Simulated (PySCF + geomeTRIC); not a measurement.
Species: HAlCl, SMILES `[AlH][Cl]` (charge 0, multiplicity 2).

Q: Give a relaxed geometry from TPSSh-D3(BJ)/def2-TZVP (PySCF + geomeTRIC).

A: the end point of this relaxation (outside a Z-matrix the atoms follow the SMILES, hydrogens last).
Z-matrix (Å, degrees):
```
Al
H 1 1.6008
Cl 1 2.1201 2 115.23
```
